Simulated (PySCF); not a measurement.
MoO₂F, SMILES [O]=[Mo]([F])=[O] (connectivity only; charge and spin as stated), neutral, multiplicity 2.

Coordinates come from a B3LYP-D3(BJ)/def2-TZVP optimisation. A frequency run showed that this geometry is not a minimum. The multiplicity is an assumed one; other spin states were not compared. The def2 effective core potentials stand for the cores of Mo; spin–orbit coupling is left out.

All values below come from PySCF 2.14.0 with B3LYP-D3(BJ)/def2-TZVP.

Frequencies are harmonic and unscaled.

Computed vibrational spectrum:
```csv
mode,ν (cm⁻¹),IR (km/mol),moving atoms (share of kinetic energy)
1,108i,35.1,"O 46 %, Mo 35 %, F 20 %"
2,206,9.2,"F 46 %, O 39 %, Mo 15 %"
3,332,0.5,O 85 %
4,679,117.6,"F 80 %, Mo 16 %"
5,994,241.6,"O 80 %, Mo 20 %"
6,1037,74.3,"O 89 %, Mo 11 %"
```
